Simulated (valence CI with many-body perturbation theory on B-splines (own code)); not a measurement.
Hf39+ in brief

Computed by relativistic CI+MBPT: five valence electrons over a frozen Dirac-Fock core [Ar] 3d10, a basis of 9 s, 9 p, 8 d, 6 f, 3 g, 1 h functions for each j, with the one-electron correlation potential Σ1 (screened to all orders), the two-electron term Σ2, the three-electron term Σ3, Breit, model QED; selected single and double excitations, second order for the rest (own B-spline code, finite nucleus).

The last digits are not significant, and no measured levels were compared; by estimate large intervals hold to a few tenths of a per cent, small ones and those within an open d or f shell to about a per cent. Among the levels kept, up to 300 cm⁻¹ of a level comes from second order outside the variational space, and about a tenth of that is noise between levels of different J, which matters for small intervals.

Levels are named by their leading jj configuration (3d3/2^4 stands for four electrons in 3d with j = 3/2), which in mixed levels can hold well under half, so a name can repeat and another be missing.

Rates and lifetimes use the calculated energies. Strong lines usually hold to 10 to 20 %, long lifetimes can be off by a factor of two.

What is the ground level?

(4s^2 4p1/2^2 4p3/2) J=3/2, composition 46 % 4s2 4p3 2P° + 27 % 4s2 4p3 4S° + 26 % 4s2 4p3 2D°, g = 1.370.

Where does the other parity begin?

At (4s^2 4p1/2^2 4d3/2) J=3/2, 146.57 eV.

Among levels below 350.70 eV, which E1 lines absorb most strongly from the ground level?

to (4s^2 4p1/2 4p3/2 4d3/2) J=3/2 at 5.110 nm, f = 0.634; to (4s^2 4p1/2 4p3/2 4d3/2) J=5/2 at 5.135 nm, f = 0.629; to (4s^2 4p1/2^2 4d5/2) J=5/2 at 7.033 nm, f = 0.306.

How well does LS coupling describe the low levels?

Among the lowest 20 levels the leading LS term, summed over configurations, holds 52 % on average. For single configurations the figures are 49 % in LS and 86 % in jj coupling. Terms mix most in the J = 5/2 level at 241.44 eV, where the leading one holds 30 %.

What is the ionisation energy?

1829.6 eV; NIST lists 1827 ± 4 eV (theoretical).

What are the static dipole polarisabilities of the lowest levels?

(4s^2 4p1/2^2 4p3/2) J=3/2 0.0410 (tensor 0.0027) bohr³, of which the core gives 0.00241.
